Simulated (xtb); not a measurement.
Job for xtb: GFN-FF on C2H6Se (SMILES CC[SeH]), a point of a torsion scan.

```
$ xtb mol.xyz --gfnff --sp --chrg 0 --uhf 0
9

C     -0.84732851     0.52541734     0.06763606
C      0.05476586    -0.68229022    -0.07659414
Se     0.55720907    -1.03950249    -1.95554434
H     -1.77232765     0.38642184    -0.48935913
H     -0.35445736     1.41996183    -0.30704260
H     -1.09358090     0.67842207     1.11684192
H      1.00532434    -0.53461929     0.43842225
H     -0.41684641    -1.58853687     0.30614210
H     -0.80208047    -1.21950851    -2.41667996
```

The log:

```
[...]
           -------------------------------------------------
          |                Calculation Setup                |
           -------------------------------------------------



          ==================== Thresholds ====================
          CN  :   150.00000
          rep :   500.00000
          disp:  2500.00000
          HB1 :   250.00000
          HB2 :   450.00000

          Pauling EN used:
          Z : 1  EN :  2.20
          Z : 6  EN :  2.55
          Z :34  EN :  2.55
          electric field strengths (au): 0.000

           -------------------------------------------------
          |           Force Field Initialization            |
           -------------------------------------------------

          distances ...
          ----------------------------------------
          generating topology and atomic info file ...
          pair mat ...
          computing topology distances matrix with Floyd-Warshall algo ...
          making topology EEQ charges ...
          #fragments for EEQ constrain: 1
          ----------------------------------------
          generating topology and atomic info file ...
          pair mat ...
          computing topology distances matrix with Floyd-Warshall algo ...
          making topology EEQ charges ...
          #fragments for EEQ constrain: 1
          rings ...
          # BATM   30
          # H in HB   1

  atom   neighbors  erfCN metchar sp-hybrid imet pi  qest     coordinates
    1  C       4    3.50   0.00         3    0    0  -0.057   -1.601219    0.992895    0.127814
    2  C       4    3.48   0.00         3    0    0  -0.019    0.103492   -1.289342   -0.144742
    3  Se      2    1.93   0.00         3    0    0  -0.147    1.052973   -1.964375   -3.695443
    4  H       1    0.97   0.00         0    0    0   0.033   -3.349214    0.730231   -0.924755
    5  H       1    0.97   0.00         0    0    0   0.033   -0.669827    2.683339   -0.580226
    6  H       1    0.97   0.00         0    0    0   0.033   -2.066568    1.282032    2.110525
    7  H       1    0.97   0.00         0    0    0   0.033    1.899788   -1.010284    0.828498
    8  H       1    0.97   0.00         0    0    0   0.033   -0.787726   -3.001900    0.578525
    9  H       1    0.97   0.00         0    0    0   0.057   -1.515712   -2.304537   -4.566863

          #atoms :   9
          #bonds :   8
          #angl  :   13
          #tors  :   12
          #nmol  :   1
          #optfrag :   1
           -------------------------------------------------
          |                   G F N - F F                   |
          |          A general generic force-field          |
          |                  Version 1.0.3                  |
           -------------------------------------------------
          Number of HB bonds (bound hydrogen)     0
          Number of HB bonds (unbound hydrogen)   0
          Number of XB bonds                      0

 E+G (total)                   0 d,  0 h,  0 min,  0.000 sec
 distance/D3 list               ...        0 min,  0.000 sec (  0.911%)
 non bonded repulsion           ...        0 min,  0.000 sec ( 16.810%)
 dCN                            ...        0 min,  0.000 sec (  4.421%)
 EEQ energy and q               ...        0 min,  0.000 sec ( 12.572%)
 D3                             ...        0 min,  0.000 sec ( 14.788%)
 EEQ gradient                   ...        0 min,  0.000 sec (  5.099%)
 bonds                          ...        0 min,  0.000 sec (  8.650%)
 bend and torsion               ...        0 min,  0.000 sec ( 15.494%)
 bonded ATM                     ...        0 min,  0.000 sec (  6.614%)
Note: The following floating-point exceptions are signalling: IEEE_UNDERFLOW_FLAG IEEE_DENORMAL
normal termination of xtb
 HB/XB (incl list setup)        ...        0 min,  0.000 sec (  9.927%)

         :::::::::::::::::::::::::::::::::::::::::::::::::::::
         ::                     SUMMARY                     ::
         :::::::::::::::::::::::::::::::::::::::::::::::::::::
         :: total energy              -1.093920648202 Eh    ::
         :: gradient norm              0.023927928960 Eh/a0 ::
         ::.................................................::
         :: bond energy               -1.141904760945 Eh    ::
         :: angle energy               0.001430543207 Eh    ::
         :: torsion energy             0.000009567881 Eh    ::
         :: repulsion energy           0.056674744216 Eh    ::
         :: electrostat energy        -0.006414944000 Eh    ::
         :: dispersion energy         -0.003522251127 Eh    ::
         :: HB energy                  0.000000000000 Eh    ::
         :: XB energy                  0.000000000000 Eh    ::
         :: bonded atm energy         -0.000193547435 Eh    ::
         :: external energy            0.000000000000 Eh    ::
         :: add. restraining           0.000000000000 Eh    ::
         :: total charge               0.000000000000 e     ::
         :::::::::::::::::::::::::::::::::::::::::::::::::::::

           -------------------------------------------------
          |                Property Printout                |
           -------------------------------------------------

molecular dipole:
                 x           y           z       tot (Debye)
 q only:       -0.365       0.171       0.386       1.419

           -------------------------------------------------
          | TOTAL ENERGY               -1.093920648202 Eh   |
          | GRADIENT NORM               0.023927928960 Eh/α |
           -------------------------------------------------
########################################################################
[WARNING] Runtime exception occurred
-1- gfnff_setup: Could not read topology file.
########################################################################

------------------------------------------------------------------------
------------------------------------------------------------------------
 total:
 SCF:
```

The run finished.

Cost: very roughly 0.020 core-seconds.
